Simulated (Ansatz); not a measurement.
Consider the isomerisation: `O[Si]1(Br)CC1` → `[SiH3]O/C=C\Br`.

Gas-phase electronic energies from Ansatz, PBE0-D4/def2-TZVP geometries. CCSD(T)/CBS is the MP2 limit (def2-TZVPP, def2-QZVPP) plus CCSD(T) − MP2 in def2-TZVPP, frozen cores. For Br outer-core shells are correlated without core-valence functions, which leaves a few kJ/mol of doubt a bond. Scalar relativity is left out up to krypton. Each species was taken in one conformer, which may not be the lowest.

```tsv
species	SCS-MP2/def2-QZVPP energy (Eh)
`O[Si]1(Br)CC1`	-3016.33588
`[SiH3]O/C=C\Br`	-3016.26746
```

Task: Work out ΔE.

Result: ΔE = (-3016.26746) − (-3016.33588) = 0.06842 Eh = +42.9 kcal/mol. CCSD(T)/CBS gives +44.2 kcal/mol.

Largest T1 diagnostic among the species: 0.011.

In def2-TZVPP, CCSD(T) changes the Hartree–Fock value by +5.7 kcal/mol (the triples alone add −0.1 kcal/mol) and MP2 by +9.7 kcal/mol. From PBE to PBE0 (25 % exact exchange), in def2-TZVPP and without D4, ΔE moves by +2.6 kcal/mol.
